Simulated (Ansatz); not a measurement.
Ansatz results at the PBE0-D4/def2-TZVP geometry: HOMO–LUMO gap (B3LYP/def2-TZVPP) 6.68 eV; HOMO–LUMO gap (ωB97M-V/def2-TZVPP) 11.24 eV; LUMO energy (ωB97M-V/def2-TZVPP) 1.95 eV.

Which molecule gave them?
A. `C=C(F)S[SiH3]`
B. `OC(O)[SeH]`
C. `C[Si]1(F)CS1`
D. `F/C(S)=C\[SiH3]`

C. The others give `C=C(F)S[SiH3]`: 6.30, 10.80, 1.64; `F/C(S)=C\[SiH3]`: 6.01, 10.62, 1.42; `OC(O)[SeH]`: 6.14, 10.71, 1.52.

B3LYP here is the variant with VWN-RPA as its local correlation; programs differ in this.
